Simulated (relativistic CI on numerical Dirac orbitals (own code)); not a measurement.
Electric-dipole lines of W65+

These numbers are calculated, not measured: Dirac-Coulomb-Breit CI, KLI orbitals optimised for each configuration, QED by a radiative potential, unscaled Slater integrals (own radial code, finite nucleus).

Configurations in the expansion (outside the closed core 1s2): 2s²2p⁵, 2s2p⁶, 2p⁶3s, 2s²2p⁴3s, 2p⁶3p, 2p⁶3d, 2s²2p⁴3p, 2s²2p⁴3d, 2s2p⁵3s, 2s2p⁵3p, 2s2p⁵3d, 2s²2p⁴4s, 2s²2p⁴4p, 2s²2p⁴4d, 2s²2p⁴4f, 2s²2p³3s². Levels of other configurations are missing.

```tsv
λ vac (nm)	Lower	Upper	A (s⁻¹)	E lower (Ry)	E upper (Ry)
0.11708	2s²2p⁵ ²P°1/2 [2]	2s²2p⁴3d ²D3/2 [101]	1.26e+15	102.17	880.52
0.11734	2s²2p⁵ ²P°3/2 [1]	2s²2p⁴3d ²P3/2 [55]	1.56e+15	0.00	776.64
0.11739	2s²2p⁵ ²P°3/2 [1]	2s²2p⁴3d ²F5/2 [54]	1.32e+15	0.00	776.25
0.11770	2s2p⁶ ²S1/2 [3]	2s2p⁵3d ²P°3/2 [139]	1.62e+15	137.42	911.66
0.13344	2s²2p⁵ ²P°3/2 [1]	2s²2p⁴3d ²D5/2 [25]	1.10e+15	0.00	682.93
0.13352	2s²2p⁵ ²P°1/2 [2]	2s²2p⁴3d ²P1/2 [63]	3.05e+15	102.17	784.65
0.13361	2s²2p⁵ ²P°1/2 [2]	2s²2p⁴3d ²D3/2 [62]	2.84e+15	102.17	784.20
0.13375	2s2p⁶ ²S1/2 [3]	2s2p⁵3d ²P°3/2 [85]	2.18e+15	137.42	818.74
0.13395	2s²2p⁵ ²P°3/2 [1]	2s²2p⁴3d ²P3/2 [24]	2.00e+15	0.00	680.33
0.13396	2s²2p⁵ ²P°3/2 [1]	2s²2p⁴3d ²D5/2 [23]	1.62e+15	0.00	680.23
0.13459	2s2p⁶ ²S1/2 [3]	2s2p⁵3d ²P°1/2 [82]	2.86e+15	137.42	814.51
0.38980	2s²2p⁴3p ⁴D°7/2 [10]	2s²2p⁴4d ⁴F9/2 [113]	1.33e+14	659.87	893.65
0.40429	2s²2p⁴3d ²D3/2 [19]	2s²2p⁴4f ²F°5/2 [133]	2.46e+14	675.35	900.75
0.40455	2s²2p⁴3d ⁴D5/2 [16]	2s²2p⁴4f ²G°7/2 [119]	1.93e+14	670.83	896.09
0.40474	2s²2p⁴3d ²F7/2 [17]	2s²2p⁴4f ²G°9/2 [118]	2.58e+14	670.89	896.04
0.41383	2s²2p⁴3d ²G9/2 [59]	2s²2p⁴4f ²H°11/2 [189]	2.70e+14	781.35	1001.55
0.41411	2s²2p⁴3d ²F7/2 [20]	2s²2p⁴4f ²G°9/2 [126]	2.36e+14	677.34	897.39
0.41425	2s²2p⁴3d ⁴F9/2 [21]	2s²2p⁴4f ⁴G°11/2 [125]	2.70e+14	677.39	897.37
0.41577	2s²2p⁴3d ²D5/2 [25]	2s²2p⁴4f ²F°7/2 [135]	2.61e+14	682.93	902.10
0.41939	2s²2p⁴3d ²D5/2 [23]	2s²2p⁴4f ²F°7/2 [127]	1.98e+14	680.23	897.51
```

Terms are leading LS components. Brackets give the number of a level in order of energy, since labels repeat. The list gives strong lines, with weight on those to low levels, without lines whose two gauges differ by over a factor of 2.5, among the lowest 200 of 205 levels, so that lines to higher ones, which can be the strongest, are missing. Levels whose partners in the same complex of configurations lie outside the list can be far off, and so can their lines. Rates are taken at the computed energies, electric ones in the length gauge.

At this charge energies of transitions that change n are usually good to better than 1 %, and those within a shell (Δn = 0) to a few per cent.

LS names give the leading component of a level, which can be under half, so a name can repeat, a term be missing and a line seem to break the LS rules.
